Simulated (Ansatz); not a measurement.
Ti2N2 was relaxed with r2SCAN-D4 (def2-SVP) in Ansatz in these states: neutral quintet, neutral triplet. The geometries follow in no particular order.

A:

```
atom   x (Å)   y (Å)   z (Å)
 Ti1  -0.113  -1.197   0.442
 Ti2   0.114   1.197  -0.443
  N3   1.003   0.163   0.698
  N4  -1.004  -0.162  -0.697
```

B:

Cartesian coordinates in Å:
```
Ti -0.7693 0.2563 -1.1382
Ti 0.7473 -0.2274 1.1588
N 0.7781 0.8053 -0.3442
N -0.7561 -0.8342 0.3236
```

Problem. Judge from the bond lengths which geometry belongs to which state (an estimate).

Solution. A is the neutral triplet (Ti1–Ti2 2.562 Å, Ti1–N4 1.778 Å, Ti2–N3 1.778 Å); B is the neutral quintet (Ti1–Ti2 2.795 Å, Ti1–N4 1.824 Å, Ti2–N3 1.824 Å).

At PBE0-D4/def2-TZVP a broken-symmetry singlet lies 0.09 eV below the neutral triplet. At PBE0-D4/def2-TZVP a broken-symmetry singlet lies 2.72 eV below the neutral quintet. These are the stationary points nearest to one start from a short search; other shapes may lie lower in each state.
